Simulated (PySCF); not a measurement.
## How methods differ on the ionisation energy of Se⁸⁺

Se⁸⁺ [Ar] 3d8 [3d3/2^4 3d5/2^4, M_J = 4] → Se⁹⁺ [Ar] 3d7 [3d3/2^4 3d5/2^3, M_J = 9/2], as a difference of total energies. All numbers are calculated (PySCF 2.14, the two-component X2C-1e Hamiltonian, in an even-tempered Gaussian basis (18 s from 0.43 bohr⁻², ratio 2.8; 13 p from 0.56 bohr⁻², ratio 2.8; 9 d from 0.56 bohr⁻², ratio 2.8; 4 f from 3.7 bohr⁻², ratio 3)). Correlated levels: [Ne] frozen; the 76 highest virtual spinors dropped. "Screened" scales the spin-orbit matrix elements by Boettger's factors to mimic the two-electron term; Breit and QED terms are absent.

| method | ionisation energy (eV) |
| --- | --- |
| GHF (screened spin-orbit) | 218.78 |
| GMP2 (screened spin-orbit) | 220.44 |

Question: How much does correlation contribute at GMP2 (screened spin-orbit)?

Answer: 220.44 − (218.78) = 1.66 eV, measured against GHF (screened spin-orbit).

The labels give the starting determinants; with spin-orbit coupling the two ends relaxed to ⟨J²⟩ = 20.00, ⟨L²⟩ = 12.04, ⟨S²⟩ = 1.99 and ⟨J²⟩ = 24.75, ⟨L²⟩ = 12.14, ⟨S²⟩ = 3.70.

For comparison: 219 ± 2.2 eV (theoretical estimate listed by NIST; NIST Atomic Spectra Database, ionization energies).
